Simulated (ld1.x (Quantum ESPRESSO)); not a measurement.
**S (Z = 16): excitation energies, all-electron against TM**

ld1.x (Quantum ESPRESSO) 7.5 input, shortened:

```
&input
   title='S', zed=16., rel=1, dft='PBE', iswitch=3,
   config='[Ne] 3s2 3p4 3d-2'
 /
 &inputp
   pseudotype=2, tm=.true., lloc=2,
   nlcc=.true., new_core_ps=.true., rcore=0.90
 /
3
3S  1  0   2.00   0.00  1.20  1.20  0.0
3P  2  1   4.00   0.00  1.05  1.05  0.0
3D  3  2  -2.00   0.35  1.20  1.20  0.0
 &test
   configts(1)='3s2 3p4'
 /
```

Energies are relative to the spin-unpolarised reference configuration 3s2 3p4; without spin polarisation the order of configurations can differ from experiment.

```json
{"valence configuration": "3s2 3p3", "charge": "+1", "ΔE all-electron (eV)": "11.769", "error AE − PS (meV)": "+14"}
{"valence configuration": "3s2 3p2", "charge": "+2", "ΔE all-electron (eV)": "34.053", "error AE − PS (meV)": "+106"}
{"valence configuration": "3s1 3p5", "charge": "0", "ΔE all-electron (eV)": "10.311", "error AE − PS (meV)": "+2.3"}
{"valence configuration": "3s2 3p4.3", "charge": "-0.3", "ΔE all-electron (eV)": "-1.709", "error AE − PS (meV)": "+0.6"}
{"valence configuration": "3s2 3p0", "charge": "+4", "ΔE all-electron (eV)": "114.891", "error AE − PS (meV)": "+1200"}
{"valence configuration": "3s1 3p4", "charge": "+1", "ΔE all-electron (eV)": "22.648", "error AE − PS (meV)": "+24"}
```

Problem. What are ΔE and the potential's error for 3s2 3p1?

Solution. ΔE = 68.094 eV all-electron; the error (AE − PS) is +413 meV.

Levels in the configuration 3s2 3p4.3:

```csv
level,all-electron (eV),pseudo (eV)
3s,-14.495,-14.500
3p,-4.415,-4.418
```

Note: ghost state, extra bound levels that the all-electron valence spectrum of the same l lacks: s at -9.1 eV. A true bound ghost makes a file unfit for plane-wave use.
